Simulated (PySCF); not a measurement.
IRb, singlet, geometry from GFN2-xTB (such geometries of metal compounds can be far from the true shape) (core potentials on I, Rb). Base run: PBE0/def2-SVPD run with PySCF.

PySCF was given this input:
```python
from pyscf import gto, scf, dft, solvent

mol = gto.M(
    atom='''
Rb   -0.00000000   -0.00000000   -1.91534886
I     0.00000000    0.00000000    1.33713034
''',
    basis='def2-svpd',
    ecp={'I': 'def2-svpd', 'Rb': 'def2-svpd'},
    verbose=4,
)

mf = dft.RKS(mol)
mf.xc = 'pbe0'
mf.kernel()
```

Base: dipole (D) 11.88; HOMO-LUMO gap (eV) 3.77.

A changed run: ΔE vs base (kJ/mol) -77.8; dipole (D) 14.01; HOMO-LUMO gap (eV) 5.85.

**Question.** What was changed between the two runs?
A) model = ddCOSMO; solvent = 2-propanol
B) model = IEF-PCM; solvent = n-hexane
C) model = IEF-PCM; solvent = 2-propanol; r_probe = 0.5
D) model = IEF-PCM; solvent = 2-propanol; vdw_scale = 1.1
E) model = IEF-PCM; solvent = 2-propanol; vdw_scale = 1.4

**Answer.** D, model = IEF-PCM; solvent = 2-propanol; vdw_scale = 1.1

The base is the gas phase, so ΔE is the electrostatic part of solvation at a fixed geometry, without cavity and dispersion terms.
